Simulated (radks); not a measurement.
The numbers below are computed, except where a source is named.
Task: All-electron atom: V II in [Ar] 3d1 4p3 (not the ground configuration). Level of theory: scalar-relativistic Kohn-Sham, BLYP, spin-polarised, spherical densities, point nucleus; open shells are filled with parallel spins first (a radial shooting solver on a logarithmic mesh with Libxc functionals). Some entries of the table are withheld. Estimate them.

| orbital | occ. | eigenvalue (hartree) | <1/r> (bohr^-1) | <r> (bohr) |
|---|---|---|---|---|
| 1s up | 1 | -198.1170 | 22.84 | 0.06644 |
| 1s down | 1 | -198.1122 | 22.84 | 0.06644 |
| 2s up | 1 | -23.12065 | 4.795 | 0.3085 |
| 2s down | 1 | -23.10040 | 4.797 | 0.3083 |
| 2p up | 3 | (1) | 4.698 | 0.2743 |
| 2p down | 3 | (2) | 4.700 | 0.2741 |
| 3s up | 1 | -3.45136 | 1.524 | 0.9262 |
| 3s down | 1 | -3.39626 | 1.520 | 0.9280 |
| 3p up | 3 | (3) | 1.404 | (4) |
| 3p down | 3 | (5) | 1.400 | (6) |
| 3d up | 1 | -0.97592 | 1.129 | 1.135 |
| 3d down | 0 | -0.92271 | 1.129 | 1.131 |
| 4p up | 3 | -0.40439 | 0.4292 | 3.046 |

Result: 
(1) 2p up eigenvalue (hartree): -19.46463
(2) 2p down eigenvalue (hartree): -19.44628
(3) 3p up eigenvalue (hartree): -2.47050
(4) 3p up <r> (bohr): 0.9770
(5) 3p down eigenvalue (hartree): -2.41689
(6) 3p down <r> (bohr): 0.9791
